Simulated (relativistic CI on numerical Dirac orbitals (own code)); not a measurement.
# Sc²⁺ in a cubic cluster: L2,3 absorption with charge transfer

Computed with a charge-transfer multiplet model of a cubic metal-ligand cluster with up to one ligand hole, Slater and spin-orbit integrals from Dirac-Coulomb-Breit ions, Slater integrals scaled by 0.8. The ground state mixes d1 with configurations of k ligand holes L, whose averages lie at kΔ + k(k − 1)U_dd/2; a core hole lowers each added d electron by U_cd. 20 K, Lorentzian 0.4 eV and Gaussian 0.3 eV FWHM.

Atomic integrals in eV (Slater integrals scaled, ζ unscaled), ground: F2dd 4.710, F4dd 2.885, zeta_d 0.008; with the core hole: F2dd 6.786, F4dd 4.228, zeta_d 0.015, zeta_core 3.008, F2cd 3.515, G1cd 2.451, G3cd 1.388. Where a configuration has fewer than two d electrons, the dd integrals are those of d2.

Cluster parameters (eV): Δ = 4.6, U_dd = 4.9, U_cd = 5.9, 10Dq(ligand) = 1, V(eg) = 1.7, V(t2g) = -0.82, final-state hopping factor = 0.9.

```
           Case   n_d    d1   d2L     S
10Dq = -0.65 eV  1.26  0.74  0.26  0.50
10Dq = -0.35 eV  1.25  0.75  0.25  0.50
 10Dq = 0.25 eV  1.26  0.74  0.26  0.50
 10Dq = 0.55 eV  1.26  0.74  0.26  0.50
 10Dq = 1.15 eV  1.25  0.75  0.25  0.50
```

Weights, n_d and S are thermal averages at 20 K. Photon energies count from the first peak over 30 % of the highest in each spectrum, which can be another peak from case to case. The parameters are a model scan and need not match a compound or its usual spin state. A negative ionic 10Dq is a model choice; hopping adds the covalent part of the field. Peaks in eV (height, largest 100):
- 10Dq = -0.65 eV: 0.0 (90), 2.6 (41), 4.0 (100), 6.4 (6)
- 10Dq = -0.35 eV: 0.0 (100), 2.5 (40), 4.0 (93), 6.2 (9)
- 10Dq = 0.25 eV: 0.0 (100), 2.3 (40), 2.7 (42), 4.2 (89), 6.4 (7)
- 10Dq = 0.55 eV: -1.1 (14), 0.0 (35), 1.3 (100), 3.3 (40), 4.1 (40), 5.6 (84), 7.8 (6)
- 10Dq = 1.15 eV: -1.4 (22), 0.0 (42), 1.4 (100), 2.8 (54), 4.8 (71), 5.8 (81)

For the case 10Dq = 0.25 eV, Δ = 4.6 eV is smaller than U_dd = 4.9 eV, the charge-transfer side of the Zaanen-Sawatzky-Allen scheme. With the core hole the configuration with one ligand hole lies at Δ + U_dd − U_cd = 3.6 eV above the one without, against Δ in the ground state. The added d electron screens the hole, so the order of the configurations is kept and charge-transfer satellites are weaker than in photoemission.

With at most 1 ligand hole the space is cut while the next configuration still counts, so covalency is underestimated, and a final configuration with one more ligand hole, which can lie low, is missing from the spectra.
